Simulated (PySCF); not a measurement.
# Computed records: CH3AlClO, CH5FNSi

Computed with PySCF 2.14.0. Calculation on a computer-drawn molecule: the log of a Hartree-Fock and frozen-core CCSD(T) single point meant for a local Hartree-Fock minimum, with one planted fault or none, to be diagnosed. Offsets are logged minus clean, where the clean run is the same molecule without the fault. The reference is restricted for singlets and unrestricted otherwise, and also for a bond in bohr or an excited solution. Adding or removing an electron swaps singlet and doublet. The excited solution moves the top pair (singlet) or top alpha electron (doublet) to the lowest empty orbital. Highest occupied and lowest empty are orbital energies over both spins, largest force is the largest gradient component, triples share is (T) over the correlation energy, the T1 limit is 0.02 restricted and 0.045 unrestricted, electrons count all cores, a negative frequency is imaginary (commonest isotopes), and the dipole is about the centre of nuclear charge.

Common to all runs: meant charge 0; meant multiplicity 2; meant basis cc-pV(D+d)Z; logged SCF converged yes; logged CC converged yes; logged SCF stable within its kind yes; possible faults no fault, one electron removed, one electron added, multiplicity raised by two, geometry at a saddle point, SCF held on an excited solution, minimal basis STO-3G, one bond length entered in bohr, all coordinates scaled.

```yaml
- entry: 1
  formula: CH3AlClO
  logged_structure:
    atoms_angstrom:
      - [C, 0.2996, 0.2177, 0.1402]
      - [O, 1.5388, 0.7475, 0.235]
      - [Al, 2.9939, 0.6348, 1.0569]
      - [Cl, 3.147, -0.6855, 2.6927]
      - [H, -0.38, 0.7473, -0.5152]
      - [H, -0.0852, -0.3202, 1.0001]
      - [H, 4.2037, 1.5062, 0.6178]
  given:
    logged_electrons: 48
    logged_basis_functions: 89
    logged_spin_squared: 0.0
    "logged_highest_occupied [eV]": 0.72533
    "logged_lowest_empty [eV]": 6.5882
    "logged_largest_force [hartree/bohr]": 0.045467
    logged_T1_diagnostic: 0.054654
    logged_D1_diagnostic: 0.26341
    logged_triples_share: 0.039149
    "logged_dipole_magnitude [debye]": 5.3768
    "logged_energy_HF [hartree]": -815.88751
    "logged_energy_CCSD(T) [hartree]": -816.50164
    drawn_bonds_atom: [1, 2, 3, 1, 1, 3]
    drawn_bonds_other_atom: [2, 3, 4, 5, 6, 7]
    drawn_bonds_order: [1, 1, 1, 1, 1, 1]
  results:
    planted_fault: "one electron added"
    "HF_energy_offset_from_clean_run [kcal/mol]": 59.25
    "CCSD(T)_energy_offset_from_clean_run [kcal/mol]": 17.26
  notes: ["T1 above single-reference limit", "highest electron not bound in this basis"]
- entry: 2
  formula: CH5FNSi
  logged_structure:
    atoms_angstrom:
      - [C, 1.3239, -1.8812, -1.937]
      - [Si, 0.7645, -0.3562, -1.0706]
      - ["N", 2.0231, 0.7848, -1.0165]
      - [F, -0.543, 0.159, -1.8831]
      - [H, 2.3179, -2.2981, -1.8046]
      - [H, 0.6624, -2.4576, -2.5772]
      - [H, 0.2945, -0.568, 0.3079]
      - [H, 2.5435, 1.0064, -1.8446]
      - [H, 1.9426, 1.5904, -0.4245]
  given:
    logged_electrons: 41
    logged_basis_functions: 29
    logged_spin_squared: 0.7661
    "logged_highest_occupied [eV]": -8.6301
    "logged_lowest_empty [eV]": 8.2064
    "logged_largest_force [hartree/bohr]": 0.024063
    logged_T1_diagnostic: 0.0088105
    logged_D1_diagnostic: 0.031868
    logged_triples_share: 0.017599
    "logged_dipole_magnitude [debye]": 0.74313
    "logged_energy_HF [hartree]": -477.68868
    "logged_energy_CCSD(T) [hartree]": -477.85853
    drawn_bonds_atom: [1, 2, 2, 1, 1, 2, 3, 3]
    drawn_bonds_other_atom: [2, 3, 4, 5, 6, 7, 8, 9]
    drawn_bonds_order: [1, 1, 1, 1, 1, 1, 1, 1]
  results:
    planted_fault: "minimal basis STO-3G"
    "HF_energy_offset_from_clean_run [kcal/mol]": 3758
    "CCSD(T)_energy_offset_from_clean_run [kcal/mol]": 4041
```
